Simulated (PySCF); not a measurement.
Computed with PBE-D3(BJ)/def2-TZVP // B3LYP-D3(BJ)/def2-TZVP (PySCF). Isolated molecules, 0 K electronic values unless said otherwise. One relaxed conformer stands for a flexible species; it need not be the lowest. 

Reference species (SMILES): `C=C(C#N)C[SiH3]` (neutral, multiplicity 1).

```yaml
LUMO: -2.43 eV
HOMO–LUMO gap: 4.36 eV
```

Changed species: `C/C(C#N)=C\[SiH3]`.

Give the shifts of the LUMO and HOMO–LUMO gap.

the LUMO falls by 0.34 eV, to -2.77 eV; the HOMO–LUMO gap drops by 0.14 eV, to 4.22 eV.
